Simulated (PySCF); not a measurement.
A table of computed properties in which two entries of one column were swapped by mistake.

| no. | species (SMILES) | level of the electronic properties | dipole moment | HOMO–LUMO gap | smallest rotational constant | HOMO energy |
| --- | --- | --- | --- | --- | --- | --- |
| 1 | C=C(SC)C(=O)C(F)(F)F | PBE0/pcSseg-1 | 4.47 D | 4.31 eV | 0.669 GHz | -6.91 eV |
| 2 | CCC1=CC=C(F)[C@@H](F)C=C1 | PBE0/pcSseg-1 | 2.13 D | 5.66 eV | 25.029 GHz | -6.67 eV |
| 3 | CC1=CPCC1 | B3LYP/def2-SVPD | 1.93 D | 6.11 eV | 1.706 GHz | -6.30 eV |
| 4 | CN(C)C(=O)CCF | CAM-B3LYP/def2-SVPD | 4.28 D | 9.47 eV | 0.862 GHz | -8.56 eV |
| 5 | C=CCPC=C | CAM-B3LYP/def2-SVPD | 1.07 D | 8.78 eV | 1.234 GHz | -7.93 eV |
| 6 | N#C/C(=C\F)C[SiH3] | CAM-B3LYP/def2-SVPD | 4.73 D | 8.62 eV | 1.060 GHz | -9.04 eV |
| 7 | [C-]#[S+] | PBE0/def2-SVPD | 1.98 D | 6.57 eV | 0.650 GHz | -8.94 eV |

Geometries and rotational constants: GFN2-xTB. Each SMILES stands for a single optimised conformer of the isolated species, non-relativistic unless stated; the electronic structure was computed with PySCF and density fitting.

The conformers computed, where there is a choice (atom-mapped SMILES and torsion angles):
- `[CH2:1]=[C:2]([S:3][CH3:4])[C:5](=[O:6])[C:7]([F:8])([F:9])[F:10]`: C1–C2–S3–C4 -1°, C1–C2–C5–O6 8°, C2–C5–C7–F8 -65°
- `[CH3:1][CH2:2][C:3]1=[CH:4][CH:5]=[C:6]([F:7])[C@@H:8]([F:9])[CH:10]=[CH:11]1`: C1–C2–C3–C4 -9°
- `[CH3:1][N:2]([CH3:3])[C:4](=[O:5])[CH2:6][CH2:7][F:8]`: C1–N2–C4–O5 -3°, N2–C4–C6–C7 -176°, C4–C6–C7–F8 180°
- `[CH2:1]=[CH:2][CH2:3][PH:4][CH:5]=[CH2:6]`: C1–C2–C3–P4 112°, C2–C3–P4–C5 -168°, C3–P4–C5–C6 118°
- `[N:1]#[C:2]/[C:3](=[CH:4]\[F:5])[CH2:6][SiH3:7]`: C2–C3–C6–Si7 76°

The conformers of `CC1=CPCC1` aren't listed.

Problem. Which two entries changed places?

Solution. The smallest rotational constant of rows 2 and 7. The true values are 0.650 GHz for `CCC1=CC=C(F)[C@@H](F)C=C1` (21 atoms, 82 electrons) and 25.029 GHz for `[C-]#[S+]` (2 atoms, 22 electrons), the smallest and the largest in that column.

Problem. Restore the column in rising order.

Solution. row 2: 0.650 GHz, row 1: 0.669 GHz, row 4: 0.862 GHz, row 6: 1.060 GHz, row 5: 1.234 GHz, row 3: 1.706 GHz, row 7: 25.029 GHz.

Problem. Give the restored column in cm⁻¹.

Solution. row 1: 0.0223 cm⁻¹, row 2: 0.0217 cm⁻¹, row 3: 0.0569 cm⁻¹, row 4: 0.0287 cm⁻¹, row 5: 0.0412 cm⁻¹, row 6: 0.0354 cm⁻¹, row 7: 0.8349 cm⁻¹.
